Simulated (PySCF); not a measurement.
A structure optimised at PBE0-D3(BJ)/def2-SVP, used in a PySCF frequency run:

```
Si
F 1 1.6202
O 1 1.6412 2 111.05
H 3 0.9623 1 114.94 2 89.20
O 1 1.6455 2 108.53 3 115.45
C 5 1.4035 1 123.67 2 64.72
H 6 1.1006 5 108.92 1 160.37
H 6 1.1038 7 108.20 5 -121.18
H 6 1.1043 7 108.42 8 -117.22
N 1 1.6981 2 104.59 5 121.97
H 10 1.0121 1 121.40 2 164.90
H 10 1.0123 11 112.20 1 151.17
```
Charge 0, spin multiplicity 1.

Task: Write its SMILES and formula.

Result: CO[Si](N)(O)F, CH₆FNO₂Si

Task: What are its rotational constants (standard atomic weights)?

Result: 3.6183, 2.2835, 2.1789 GHz
